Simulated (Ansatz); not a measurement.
Calculated with Ansatz (gas phase, PBE0-D4/def2-TZVP geometries, no zero-point term in ΔE). CBS: MP2 limit from def2 TZ/QZ plus the TZ coupled-cluster correction, frozen cores. This one scheme is used for every species. DFT in def2-TZVPP. HSE06 is defined as in plane-wave codes. Each species was taken in one conformer, which may not be the lowest.

Consider the formal loss of a carbene: `CC(F)C[SiH3]` → `CC[SiH3]` + `[CH]F`.

CCSD(T)/CBS gives +394.5 kJ/mol.

Question: Another level gave +396.7 kJ/mol. Which?
A. B97M-V/def2-TZVPP
B. HSE06/def2-TZVPP
C. BHLYP/def2-TZVPP
D. r2SCAN-D4/def2-TZVPP

Answer: A. B97M-V 396.7, HSE06 409.1, r2SCAN-D4 415.3, BHLYP 389.4 kJ/mol.

Question: What do rigid-rotor, harmonic-oscillator terms from PBE0-D4/def2-TZVP frequencies (298.15 K, 1 bar) make of the CCSD(T)/CBS value? (An estimate is asked.)

Answer: The calculation gave: ΔZPE = -22.6 kJ/mol, ΔH = +377.1 kJ/mol, ΔS = 174 J/(mol·K), ΔG = +325.2 kJ/mol.

Largest T1 diagnostic among the species: 0.018.

From r2SCAN to r2SCAN0 (25 % exact exchange), in def2-TZVPP and without D4, ΔE moves by +4.4 kJ/mol. The D4 term adds +11.3 kJ/mol with B3LYP and +6.2 kJ/mol with PBE0; it sums over pairs of atoms, weighted by their polarisabilities, and B3LYP, whose exchange is more repulsive, gets the larger term. In def2-TZVPP, CCSD(T) changes the Hartree–Fock value by +40.6 kJ/mol (the triples alone add +3.0 kJ/mol) and MP2 by +67.8 kJ/mol.

CCSD(T)/CBS has its own doubt, a few kJ/mol and more with outer-core shells, so smaller differences from it don't rank the levels.

B3LYP here is the variant with VWN-RPA as its local correlation; programs differ in this.
